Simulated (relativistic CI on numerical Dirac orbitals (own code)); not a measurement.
## Hyperfine structure of Cd VII, mass number 113

Method of calculation: Dirac-Coulomb-Breit CI, orbitals from a KLI potential per configuration, model QED (radiative potential, 1s self-energy scaled to tabulated hydrogen-like ionisation energies), unscaled Slater integrals (own radial code, finite nucleus).

Configuration list (outside the closed core [Ar] 3d10): 4s²4p⁶4d⁶, 4s²4p⁶4d⁵5s, 4s²4p⁶4d⁵4f, 4s²4p⁵4d⁷, 4s²4p⁶4d⁵5p, 4s²4p⁶4d⁵5d, 4s²4p⁴4d⁸, 4s²4p⁶4d⁵6s, 4s²4p⁶4d⁴5s², 4s4p⁶4d⁷, 4s²4p⁶4d⁵6p, 4s²4p⁶4d⁵5f, 4s²4p⁶4d⁵6d, 4s²4p⁶4d⁵5g. Levels of other configurations are missing.

Nuclear spin I = 1/2, μ = -0.6213 μN (tables of Stone and Pyykkö). The electronic factors are computed for point nuclear moments, without core polarisation or the Bohr-Weisskopf and QED corrections.

| Level | E (cm⁻¹) | A (MHz) |
| --- | --- | --- |
| 4s²4p⁶4d⁶ ⁵D4 | 0.0 | -876.2 |
| 4s²4p⁶4d⁶ ⁵D3 | 3270.6 | -614.9 |
| 4s²4p⁶4d⁶ ⁵D2 | 4647.1 | -602 |
| 4s²4p⁶4d⁶ ⁵D1 | 5821.4 | -547.2 |
| 4s²4p⁶4d⁶ ³P2 | 22951.8 | -596.8 |
| 4s²4p⁶4d⁶ ³H6 | 27858.5 | -1452 |
| 4s²4p⁶4d⁶ ³H5 | 27990.8 | -1381 |
| 4s²4p⁶4d⁶ ³F3 | 29091.1 | -1527 |

Levels with J = 0, under 50 % of one LS term, or S terms without an open s electron are left out. Small factors come from cancelling terms and can be off by tens of per cent or more.

At this charge configurations can still be misplaced by up to about 7 % of their energy. Terms inside the open d or f shell come out 10 to 20 % too wide with unscaled integrals.

Question: Give the hyperfine levels of 4s²4p⁶4d⁶ ⁵D4 relative to its centre of gravity.

Answer: With K = F(F + 1) − I(I + 1) − J(J + 1), E = AK/2: F = 7/2: 2191, F = 9/2: -1752 MHz.
